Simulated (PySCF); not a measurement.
Correlation energy of N(2+) (nitrogen, charge +2)

[He] 2s1 2p1 3d1, one real determinant (an excited configuration). Calculation: PySCF 2.14, in dyall-av3z (15s9p3d2f, 71 functions); the non-relativistic Hamiltonian (point nucleus). Frozen: 1s2; 3 electrons correlated; the 13 highest virtual orbitals of each spin left out.

MP2 pair energies summed by pair of shells (mhartree):

| pair | energy | share (%) |
| --- | --- | --- |
| 2s-3d | -3.96 | 39.3 |
| 2s-2p | -3.88 | 38.5 |
| 2p-3d | -2.24 | 22.2 |

Total MP2 correlation energy: -10.09 mhartree.

Same-spin part -10.09 and opposite-spin part 0.00 mhartree; SCS-MP2 scales them by 1/3 and 6/5 to -3.36 mhartree.

The reference is one real determinant that mixes LS terms of this configuration.
